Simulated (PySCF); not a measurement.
# NMR data sheet: C₂H₈O₄Si₂

| Item | Value |
| --- | --- |
| Formula | C2H8O4Si2 |
| SMILES | O=CO[C@H]([SiH3])[SiH](O)O |
| InChI | InChI=1S/C2H8O4Si2/c3-1-6-2(7)8(4)5/h1-2,4-5,8H,7H3/t2-/m1/s1 |
| Point group of the computed structure | C1 |
| Degrees of unsaturation | 1 |
| Carbon signals | 2 |
| Proton signals | 6 |

Bonds (- single, = double, # triple, : aromatic): O1=C2, C2-O3, O3-C4, C4-Si5, C4-Si6, Si6-O7, Si6-O8. C2 carries H9; C4 carries H10; Si5 carries H11, H12, H13; Si6 carries H14; O7 carries H15; O8 carries H16. Stereochemistry as in O=CO[C@H]([SiH3])[SiH](O)O.

Computed data (PySCF): GIAO PBE0/pcSseg-1 shieldings, structure optimised with GFN2-xTB. One conformer, no solvent, no relativistic terms, fast rotation and ring inversion assumed for equivalent nuclei.

δ = σ(ref) − σ, references computed at the same level: ¹H (σref 31.72) and ¹³C (σref 186.93) and ²⁹Si (σref 349.16) against TMS; ¹⁷O (σref 336.08) against H2O.

| carbon | δC, type | δH (multiplicity) | HMBC from (2–3 bonds) | span of the C tensor (ppm) |
| --- | --- | --- | --- | --- |
| C2 | 169.8, CH | 8.28 (s) | H10 | 160 |
| C4 | 59.4, CH | 4.09 (m) | H9, H14, H11/H12/H13 | 87 |

Other nuclei:
```tsv
atoms	nucleus	environment	δ (ppm)	σ (ppm)
H14	¹H	hydrogen on a silicon bonded to C, 2 O	5.12	26.60
H11/H12/H13	¹H	hydrogen on a silicon bonded to C	4.20	27.52
H16	¹H	hydrogen on an oxygen bonded to Si	2.16	29.56
H15	¹H	hydrogen on an oxygen bonded to Si	2.04	29.68
Si6	²⁹Si	silicon bonded to C, 2 O, H	-27.7	376.9
Si5	²⁹Si	silicon bonded to C, 3 H	-72.7	421.9
O1	¹⁷O	ester carbonyl oxygen	420.2	-84.1
O3	¹⁷O	ester alkoxy oxygen	205.7	130.4
O8	¹⁷O	oxygen bonded to Si, H	61.4	274.7
O7	¹⁷O	oxygen bonded to Si, H	46.6	289.5
```

- Carbon types of the structure: 2 × CH, leaving 6 H on heteroatoms.
- δC 169.8: ester carbonyl carbon; it is a carbonyl in resonance with an O or N lone pair, the region of acids, esters and amides.
- δC 59.4: sp3 CH bonded to O and 2 Si; pulled downfield by the heteroatom.
- δH 5.12: hydrogen on a silicon bonded to C, 2 O.
- δH 4.09: hydrogen on an sp3 CH bonded to O and 2 Si; its carbon carries O, an electronegative neighbour.
- δH 2.16, 2.04: hydrogen on an oxygen bonded to Si; labile proton, position sensitive to the medium.

OH and NH positions are those of a molecule without intermolecular hydrogen bonds; in solution they move with solvent, concentration and temperature, and exchange usually removes their couplings. Shifts are as computed. Against solution values, carbons near 30 ppm lie about +3 ppm off and those near 130 ppm about +5 ppm. Of 1309 compounds with measured shifts, 239 miss one by over three times the rms of a fit or turn the order of signals round; such compounds aren't used in these exercises. Unscaled 17O shifts of doubly bonded oxygen tend to come out too high, by tens of ppm or more. Experimental scales use liquid or dissolved standards, which lie at an offset from isolated H2O (liquid H2O: subtract about 36 ppm). No couplings were computed; multiplicities are counted from neighbouring protons, with m where these are inequivalent, close in shift, in a saturated or five-membered ring or joined by F or P, and br s for small geminal =CH2 splittings.
